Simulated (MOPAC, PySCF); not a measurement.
C₅H₅NO, SMILES `O=c1cc[nH]cc1`, neutral singlet in the gas phase. 

Cartesian coordinates (Å):
```xyz
12

O     -1.8052     1.9644     0.3569
C     -0.9824     1.0690     0.1943
C     -1.3401    -0.3570     0.1260
C     -0.4023    -1.3232    -0.0554
N      0.9272    -1.0090    -0.1834
C      1.3455     0.2968    -0.1311
C      0.4617     1.3130     0.0479
H     -2.3936    -0.6225     0.2261
H     -0.6461    -2.3864    -0.1091
H      1.6056    -1.7471    -0.3176
H      2.4203     0.4557    -0.2420
H      0.8095     2.3463     0.0873
```
Charge 0, multiplicity 1.

All levels are single points at this geometry (B3LYP-D3(BJ)/def2-SVP); Pople sets use spherical d functions. Orbital energies aren't observables, and empty levels follow the basis.

```csv
level,HOMO (eV),LUMO (eV),gap (eV),dipole (D),"vertical IE, Delta-SCF (eV)"
PBE-D3(BJ)/def2-TZVP in PySCF,-4.93,-1.51,3.42,6.68,8.34
TPSSh-D3(BJ)/def2-TZVP in PySCF,-5.66,-0.94,4.71,6.80,8.37
B3LYP/3-21G in PySCF,-5.64,-0.10,5.54,6.42,–
B3LYP/6-311+G** in PySCF,-6.41,-0.88,5.54,7.06,–
BP86/6-31G* in PySCF,-4.58,-1.13,3.45,6.46,–
M06-2X/6-31G* in PySCF,-7.27,0.77,8.05,6.71,–
PBE/6-31G* in PySCF,-4.45,-1.03,3.42,6.43,8.04
HF/3-21G in PySCF,-8.41,3.76,12.17,7.15,–
HF/6-31G* in PySCF,-8.57,3.65,12.22,7.30,–
HF/STO-3G in PySCF,-5.78,6.99,12.77,5.13,–
AM1 in MOPAC,-8.92,0.41,9.33,6.22,–
PM3 in MOPAC,-8.69,0.13,8.82,6.26,–
PM6 in MOPAC,-9.17,-0.13,9.04,7.45,–
```
